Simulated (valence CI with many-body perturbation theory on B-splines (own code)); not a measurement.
# Pt38+: M1 decay

Method: relativistic CI+MBPT: four valence electrons over a frozen Dirac-Fock core [Kr], a basis of 9 s, 9 p, 10 d, 8 f, 5 g, 3 h, 1 i functions for each j, with the one-electron correlation potential Σ1, the two-electron term Σ2, the three-electron term Σ3, Breit, model QED; selected CI, second order for the rest (own B-spline code, finite nucleus).

No measured spectrum was set against this ion. As an estimate, large intervals hold to a few tenths of a per cent, small ones and those within an open d or f shell to about a per cent. Only levels of the ground parity were solved; by the run's estimate the other parity begins above the list, which can be wrong where configurations are misplaced.

Lines 1 to 50 of 119 in falling wavelength, among levels below 942780 cm⁻¹, chosen from the decays that carry over 1 % of a level's rate. Wavelengths and rates use the calculated energies. Weak lines are less certain than strong ones. Lines between different terms over intervals too small for the method are left out, as are lines whose strength nearly cancels. The highest levels of a list are the least certain. Branching is blank where the lifetime is uncertain.

Levels are named by their leading jj configuration (3d3/2^4 stands for four electrons in 3d with j = 3/2), which in mixed levels can hold well under half, so a name can repeat and another be missing. Letters in brackets count levels of one name in rising energy.

```tsv
λ vac (nm)	Upper	Lower	Type	A (s⁻¹)	Branch %
856.9	(4d3/2^3 4d5/2) J=3	(4d3/2^3 4d5/2) J=2	M1	2.11e+01	35.0
822.8	(4d3/2^2 4d5/2^2) J=6	(4d3/2^2 4d5/2^2) J=5	M1	1.30e+01	51.1
607.1	(4d3/2^3 4d5/2) J=3	(4d3/2^3 4d5/2) J=4	M1	3.93e+01	64.9
227.8	(4d3/2^2 4d5/2^2) J=4 [b]	(4d3/2^2 4d5/2^2) J=3 [a]	M1	5.49e+02	2.2
209.0	(4d3/2^3 4d5/2) J=2	(4d3/2^3 4d5/2) J=1	M1	1.87e+03	96.1
187.0	(4d3/2^2 4d5/2^2) J=2 [d]	(4d3/2^2 4d5/2^2) J=2 [c]	M1	1.27e+03	10.1
166.6	(4d3/2^2 4d5/2^2) J=2 [b]	(4d3/2^2 4d5/2^2) J=2 [a]	M1	1.14e+03	3.2
159.2	(4d3/2^2 4d5/2^2) J=4 [c]	(4d3/2^2 4d5/2^2) J=3 [b]	M1	5.97e+02	
155.4	(4d3/2 4d5/2^3) J=0	(4d3/2 4d5/2^3) J=1 [a]	M1	2.22e+03	1.7
105.2	(4d3/2^2 4d5/2^2) J=2 [d]	(4d3/2^2 4d5/2^2) J=2 [b]	M1	9.89e+02	7.9
98.43	(4d3/2^2 4d5/2^2) J=2 [d]	(4d3/2^2 4d5/2^2) J=3 [b]	M1	3.28e+02	2.6
95.68	(4d3/2 4d5/2^3) J=1 [b]	(4d3/2^2 4d5/2^2) J=0 [b]	M1	9.03e+03	4.2
94.38	(4d3/2 4d5/2^3) J=3 [b]	(4d3/2^2 4d5/2^2) J=2 [d]	M1	2.84e+03	1.6
92.24	(4d3/2^2 4d5/2^2) J=4 [c]	(4d3/2^2 4d5/2^2) J=4 [a]	M1	3.55e+03	
87.19	(4d3/2^2 4d5/2^2) J=2 [d]	(4d3/2^2 4d5/2^2) J=1	M1	2.94e+02	2.3
85.71	(4d3/2 4d5/2^3) J=2 [b]	(4d3/2 4d5/2^3) J=3 [a]	M1	2.93e+03	1.9
81.78	(4d5/2^4) J=4	(4d3/2 4d5/2^3) J=3 [c]	M1	3.99e+03	1.0
72.69	(4d3/2^2 4d5/2^2) J=2 [a]	(4d3/2^3 4d5/2) J=3	M1	2.06e+03	1.0
69.93	(4d3/2^2 4d5/2^2) J=2 [d]	(4d3/2^2 4d5/2^2) J=3 [a]	M1	1.20e+03	9.6
68.76	(4d3/2^2 4d5/2^2) J=4 [a]	(4d3/2^3 4d5/2) J=3	M1	1.24e+04	10.9
68.09	(4d3/2 4d5/2^3) J=3 [a]	(4d3/2^2 4d5/2^2) J=2 [b]	M1	3.18e+03	1.1
67.01	(4d3/2^2 4d5/2^2) J=2 [a]	(4d3/2^3 4d5/2) J=2	M1	3.37e+04	16.7
66.82	(4d3/2^2 4d5/2^2) J=3 [a]	(4d3/2^3 4d5/2) J=3	M1	6.49e+04	57.6
66.26	(4d3/2 4d5/2^3) J=3 [a]	(4d3/2^2 4d5/2^2) J=4 [b]	M1	1.01e+04	3.4
65.85	(4d3/2 4d5/2^3) J=1 [b]	(4d3/2^2 4d5/2^2) J=2 [d]	M1	3.60e+04	16.7
65.58	(4d3/2 4d5/2^3) J=2 [a]	(4d3/2^2 4d5/2^2) J=2 [c]	M1	9.61e+03	4.0
65.56	(4d3/2 4d5/2^3) J=3 [c]	(4d3/2^2 4d5/2^2) J=2 [d]	M1	1.06e+04	7.2
64.48	(4d3/2^2 4d5/2^2) J=2 [d]	(4d3/2^2 4d5/2^2) J=2 [a]	M1	2.20e+02	1.8
64.35	(4d5/2^4) J=2	(4d3/2 4d5/2^3) J=3 [c]	M1	1.76e+04	4.4
62.72	(4d3/2 4d5/2^3) J=3 [b]	(4d3/2^2 4d5/2^2) J=2 [c]	M1	2.89e+03	1.6
61.99	(4d3/2^2 4d5/2^2) J=3 [a]	(4d3/2^3 4d5/2) J=2	M1	4.76e+04	42.2
61.76	(4d3/2^2 4d5/2^2) J=4 [a]	(4d3/2^3 4d5/2) J=4	M1	1.01e+05	89.0
61.71	(4d3/2^2 4d5/2^2) J=0 [b]	(4d3/2^2 4d5/2^2) J=1	M1	3.27e+04	41.4
61.31	(4d3/2^3 4d5/2) J=1	(4d3/2^4) J=0	M1	1.11e+05	100.0
61.24	(4d3/2 4d5/2^3) J=1 [a]	(4d3/2^2 4d5/2^2) J=2 [b]	M1	1.28e+04	3.4
59.35	(4d3/2 4d5/2^3) J=2 [b]	(4d3/2^2 4d5/2^2) J=2 [d]	M1	7.19e+03	4.6
59.23	(4d5/2^4) J=4	(4d3/2 4d5/2^3) J=3 [b]	M1	1.46e+04	3.8
58.00	(4d3/2 4d5/2^3) J=5	(4d3/2^2 4d5/2^2) J=4 [b]	M1	5.13e+04	35.9
56.94	(4d3/2 4d5/2^3) J=4 [a]	(4d3/2^2 4d5/2^2) J=5	M1	1.18e+04	4.6
54.84	(4d3/2^2 4d5/2^2) J=5	(4d3/2^3 4d5/2) J=4	M1	5.85e+04	99.9
54.67	(4d3/2 4d5/2^3) J=1 [a]	(4d3/2^2 4d5/2^2) J=1	M1	6.88e+04	18.5
53.21	(4d3/2 4d5/2^3) J=5	(4d3/2^2 4d5/2^2) J=6	M1	2.77e+04	19.4
52.74	(4d3/2^2 4d5/2^2) J=1	(4d3/2^3 4d5/2) J=2	M1	1.18e+05	98.1
52.34	(4d3/2^2 4d5/2^2) J=3 [b]	(4d3/2^3 4d5/2) J=3	M1	1.49e+04	18.5
52.27	(4d3/2 4d5/2^3) J=3 [c]	(4d3/2^2 4d5/2^2) J=4 [c]	M1	6.70e+04	45.5
52.13	(4d3/2 4d5/2^3) J=4 [a]	(4d3/2^2 4d5/2^2) J=3 [a]	M1	6.19e+04	23.9
52.05	(4d3/2 4d5/2^3) J=6	(4d3/2^2 4d5/2^2) J=6	M1	5.56e+04	45.4
51.67	(4d3/2^2 4d5/2^2) J=4 [b]	(4d3/2^3 4d5/2) J=3	M1	2.34e+04	94.1
51.65	(4d3/2^2 4d5/2^2) J=0 [a]	(4d3/2^3 4d5/2) J=1	M1	2.96e+05	100.0
51.53	(4d3/2 4d5/2^3) J=2 [a]	(4d3/2^2 4d5/2^2) J=2 [b]	M1	5.81e+04	24.2
```
